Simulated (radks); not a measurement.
Problem. These are the eigenvalues of the occupied orbitals of an atom or ion with whole-number occupations (eV). Calculated with a radial shooting solver on a logarithmic mesh with Libxc functionals: scalar-relativistic Kohn-Sham, PBE, spin-polarised, spherical densities, finite nucleus; Fermi nuclear charge, rms radius of each element as measured or else 0.836 A^(1/3) + 0.57 fm.

1s up: -192.5617

Which element is it, and in what charge state? The configuration may be excited. Open shells, if any, are filled with parallel spins first.

Solution. Z = 4, beryllium, charge +3: Be3+ in 1s1. The 1s level, -7.0765 hartree, gives Z - s = 3.8 by -(Z - s)^2/2, which with screening and relativity narrows Z to a few neighbours, and with so few levels the electron count can be read from the list.
